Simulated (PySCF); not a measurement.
C2H9NOSi2, SMILES C(=C)O[SiH2]N[SiH3]. Geometry: B3LYP-D3(BJ)/def2-SVP. This is a generated structure with no PubChem entry under its InChIKey; it may be hypothetical. The values are those of a single conformer.

Computed equilibrium geometry at B3LYP-D3(BJ)/def2-SVP (PySCF confirms it by a frequency run) as bond lengths and angles (one conformer of several):
Atoms: C1 C2 O3 Si4 N5 Si6 H7 H8 H9 H10 H11 H12 H13 H14 H15. Bond lengths (Å): C1–C2 1.335, C1–H7 1.091, C1–H8 1.092, C2–O3 1.358, C2–H9 1.099, O3–Si4 1.682, Si4–N5 1.733, Si4–H10 1.481, Si4–H11 1.486, N5–Si6 1.750, N5–H12 1.020, Si6–H13 1.493, Si6–H14 1.488, Si6–H15 1.494. Bond angles (°): C2–C1–H7 119.8, C2–C1–H8 121.1, H7–C1–H8 119.1, C1–C2–O3 123.1, C1–C2–H9 121.5, O3–C2–H9 115.5, C2–O3–Si4 126.8, O3–Si4–N5 112.2, O3–Si4–H10 103.3, O3–Si4–H11 110.2, N5–Si4–H10 111.7, N5–Si4–H11 106.8, H10–Si4–H11 112.8, Si4–N5–Si6 129.7, Si4–N5–H12 115.0, Si6–N5–H12 115.2, N5–Si6–H13 111.6, N5–Si6–H14 107.1, N5–Si6–H15 111.7, H13–Si6–H14 109.7, H13–Si6–H15 107.5, H14–Si6–H15 109.3.
Charge 0, spin multiplicity 1.
